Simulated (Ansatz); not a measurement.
`[I][SnH2][I]` + H₂ → `[SnH3][I]` + HI at 600 K and 1 bar (hydrogenolysis of the Sn–I bond).

Isolated molecules relaxed with PBE0-D4/def2-TZVP in Ansatz; ΔE leaves out vibrations. CBS: MP2 limit from def2 TZ/QZ plus the TZ coupled-cluster correction, frozen cores. This one scheme is used for every species. def2 core potentials past Kr. For I, Sn outer-core shells are correlated without core-valence functions, which leaves a few kJ/mol of doubt a bond.

```
       species  CCSD(T)/CBS energy (Eh)  H − E (kJ/mol)  S (J/(mol·K))
`[I][SnH2][I]`               -810.18920            81.8          412.5
            H₂                 -1.17544            43.9          150.8
   `[SnH3][I]`               -513.29032            90.3          346.3
            HI               -298.03592            31.6          227.0
```

H − E and S are ideal-gas, rigid-rotor, harmonic terms from PBE0-D4/def2-TZVP. The MP2-based limit puts H₂ 0.8 mEh under its directly extrapolated value; such offsets cancel only in part. 1 Eh = 2625.50 kJ/mol, R = 8.31446 J/(mol·K).

Problem. By hand: ΔE, ΔH, ΔS and ΔG.

Solution. ΔE = (-513.29032) + (-298.03592) − (-810.18920) − (-1.17544) = 0.03840 Eh = 100.8 kJ/mol. Δ(H − E) = 90.3 + 31.6 − 81.8 − 43.9 = -3.8, so ΔH = 97.0 kJ/mol. ΔS = 346.3 + 227.0 − 412.5 − 150.8 = 10.0 J/(mol·K). ΔG = 97.0 − 600 × (10.0)/1000 = 91.0 kJ/mol.

Problem. By hand: the equilibrium constant, and the temperature at which ΔG would vanish if ΔH and ΔS stayed fixed.

Solution. log₁₀ K = −ΔG/(RT ln 10) = -7.9. ΔG = 0 at ΔH/ΔS = 9700 K, far beyond where these terms or the molecules hold.

The number of gas molecules stays the same, so ΔS is small and ΔH decides. A doubt of 5 kJ/mol in ΔE shifts log₁₀ K by 0.4 here. Modes under 60 cm⁻¹, often nearly free rotors, make the harmonic entropy too high. These are equilibria of isolated gas molecules and say nothing of rates. Largest T1 diagnostic: 0.011 (customary marks: 0.02 for closed shells, 0.045 for open ones).
